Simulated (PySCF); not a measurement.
GaHCl2, SMILES [Cl][GaH][Cl].

Geometry: ωB97X-D3(BJ)/def2-TZVP.

The numbers are results of ωB97X-D3(BJ)/def2-TZVP run with PySCF, not measurements.

Frequencies are harmonic and unscaled.

Estimate the vibrational spectrum. (The exact figures need the calculation; the answer reports its results.)


```tsv
mode	ν (cm⁻¹)	IR (km/mol)	moving atoms (share of kinetic energy)
1	137	8.0	Cl 73 %, Ga 27 %
2	426	26.3	Cl 77 %, Ga 23 %
3	455	129.0	Cl 56 %, Ga 43 %
4	456	51.0	H 90 %
5	619	86.3	H 97 %
6	2101	95.6	H 99 %
```
